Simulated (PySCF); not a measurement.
**Do core-level shifts follow atomic charges?**

Compound: C₇H₁₄OS.
Geometry (PBE0-D3(BJ)/def2-SVP, Å), atoms numbered from 1 in this order:
```
atom  x, y, z in Å
C1     0.4615    1.8832    0.8790
C2     0.4116    0.4047    1.2385
C3    -0.7775   -0.2941    0.6126
C4    -2.1775    0.3302    0.8140
C5    -2.7556   -1.0937    0.8876
C6    -1.3399   -1.6115    1.1920
S7     2.0080   -0.2815    0.5906
C8     1.9494   -1.9500    1.2941
O9     1.8110   -0.4482   -0.8947
H10    0.5482    1.9973   -0.2128
H11   -0.4529    2.3972    1.2085
H12    1.3234    2.3831    1.3458
H13    0.4396    0.2653    2.3340
H14   -0.5595   -0.4120   -0.4634
H15   -2.5558    1.0108    0.0369
H16   -2.2493    0.8393    1.7894
H17   -3.1045   -1.4381   -0.0976
H18   -3.5478   -1.2902    1.6248
H19   -1.0333   -2.5574    0.7211
H20   -1.1554   -1.6857    2.2766
H21    1.8923   -1.9054    2.3910
H22    1.0965   -2.4911    0.8673
H23    2.8850   -2.4355    0.9859
```

Binding energies: PySCF, delta-SCF UKS SCAN, pcX-2 on the ionised atom, pcseg-1 elsewhere, spin-free X2C. Charges: PBE0/pcSseg-1 ground-state density, for the ionised atom.

```tsv
atom	environment	C 1s (eV)	Mulliken (e)	IAO (e)	Hirshfeld (e)	ESP (e)
C3	four-membered-ring carbon	290.41	-0.283	-0.124	-0.031	+0.466
C4	four-membered-ring carbon	290.42	-0.165	-0.256	-0.068	-0.211
C6	four-membered-ring carbon	290.46	-0.177	-0.259	-0.071	-0.207
C5	four-membered-ring carbon	290.50	-0.207	-0.254	-0.068	-0.157
C1	methyl carbon	290.67	-0.214	-0.418	-0.121	-0.464
C2	sp3 carbon bound to sulfur	290.79	-0.426	-0.236	-0.036	-0.238
C8	S-methyl carbon	290.96	-0.404	-0.570	-0.128	-0.527
```

**Question.** How well does each charge scheme correlate with the binding energies over these sites?

**Answer.** Hirshfeld: r = -0.54, slope -3.0 eV per e; ESP: r = -0.66, slope -0.4 eV per e; IAO: r = -0.78, slope -1.1 eV per e; Mulliken: r = -0.80, slope -1.6 eV per e. On 7 points no scheme stands out.

**Question.** The point-charge model writes a binding energy as kq + V + constant, with V the potential of the other atoms' charges at the site. What does it give with the ESP charges?

**Answer.** V = Σ 14.40 eV Å × q/r over all other atoms: -5.52 eV at C3, +3.13 eV at C4, +3.14 eV at C6, +1.50 eV at C5, +5.55 eV at C1, +3.09 eV at C2, +7.49 eV at C8. Fitting binding energy − V to q gives k = 12.2 eV per e and leaves an rms residual of 0.42 eV, against 0.15 eV for the fit on q alone. The model has no term for differences in relaxation between sites.

The structure is a single PBE0-D3(BJ)/def2-SVP conformer in the gas phase; no vibrational or solvent corrections.
